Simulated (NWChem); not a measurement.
# ammonium (NH₄ cation); SMILES [NH4+]

```xyz
5

N      0.0000     0.0000     0.0000
H     -0.5910    -0.5910    -0.5910
H      0.5910     0.5910    -0.5910
H     -0.5910     0.5910     0.5910
H      0.5910    -0.5910     0.5910
```
Atoms are numbered in this order, from 1.

Coordinates come from a PBE0-D3(BJ)/def2-TZVP optimisation.

Task: Give the principal values of the shielding tensors (ppm) of N1 from Hartree-Fock/6-31G* (spherical d), GIAO (NWChem), with their diamagnetic and paramagnetic parts as GIAO splits them.

Result: 
```
atom    σ11    σ22    σ33  isotropic  diamagnetic  paramagnetic
----  -----  -----  -----  ---------  -----------  ------------
N1    252.1  252.1  252.1      252.1        326.8         -74.7
```
